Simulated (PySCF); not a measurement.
# Löwdin shares of the frontier orbitals

Compound: GeH2Me(NHMe), C2H9GeN.
Structure used (PBE0-D3(BJ)/def2-SVP), in Å, numbered top down from 1:
```
atom  x, y, z in Å
Ge1    0.575    0.599    0.271
H2     0.783    0.519    1.798
H3     1.976    0.585   -0.402
C4    -0.391    2.206   -0.252
H5     0.157    3.102    0.074
H6    -1.390    2.215    0.206
H7    -0.503    2.253   -1.346
N8    -0.466   -0.847   -0.178
C9    -0.043   -2.187    0.153
H10   -0.864   -0.787   -1.111
H11    0.792   -2.585   -0.460
H12    0.287   -2.226    1.205
H13   -0.883   -2.898    0.064
```

The calculation used PySCF, TDDFT B3LYP/def2-SVPD, vertical, gas phase, core orbitals frozen in the response. Relativistic effects, spin–orbit coupling among them, are left out although an element past zinc is present.

Frontier orbitals with the atoms that hold most of them (Löwdin shares over 4%, at most four atoms; ? is withheld):

| orbital | ε (eV) | atoms |
| --- | --- | --- |
| HOMO-3 | -9.31 | N8 26%, C9 17%, Ge1 16%, H3 11% |
| HOMO-2 | -8.88 | Ge1 35%, H2 30%, H3 11%, C4 7% |
| HOMO-1 | -8.60 | ? |
| HOMO | -6.28 | ? |
| LUMO | ? | Ge1 36%, C4 13%, H10 9%, C9 8% |
| LUMO+1 | 0.42 | Ge1 18%, C9 15%, C4 14%, H3 9% |
| LUMO+2 | 0.84 | Ge1 23%, H3 15%, H2 14%, H10 10% |

Give the leading atoms of the HOMO.

N8 (bonded to C, Ge and H) 59%; C9 (bonded to N and 3 H) 12%; Ge1 (bonded to C, N and 2 H) 9%; H11 (bonded to C) 6%.

Which atoms hold the HOMO-1, and with what shares?

C4 (bonded to Ge and 3 H) 39%; Ge1 (bonded to C, N and 2 H) 25%; H3 (bonded to Ge) 7%; N8 (bonded to C, Ge and H) 5%.

What is the LUMO energy, and the HOMO–LUMO gap?

ε(LUMO) = 0.29 eV; the gap is 6.57 eV (0.2413 hartree).

How does S1 compare with the orbital gap of 6.57 eV?

S1 is at 5.53 eV (f = 0.0017), 1.04 eV below the gap, made of HOMO→LUMO (75%), HOMO→LUMO+1 (22%). 

One configuration dominates each of S1 and S2. Which, and how do the shares of the two leading atoms of either orbital change from the occupied to the empty one?

- S1 (5.53 eV, f 0.0017), HOMO→LUMO (75%): N8 59% → at most 9%, C9 12% → 8%, Ge1 9% → 36%, C4 at most 6% → 13%
- S2 (5.83 eV, f 0.013), HOMO→LUMO+1 (76%): N8 59% → at most 9%, C9 12% → 15%, Ge1 9% → 18%

Löwdin shares depend on the basis, the more so with diffuse functions.

On one thread, AMD EPYC (x86_64), shared host with 64 logical CPUs at a one-minute load of 49, this took 82 s wall (with the writing of density and orbital grids) and 0.79 GiB of memory at its peak.

One conformer stands for the species.
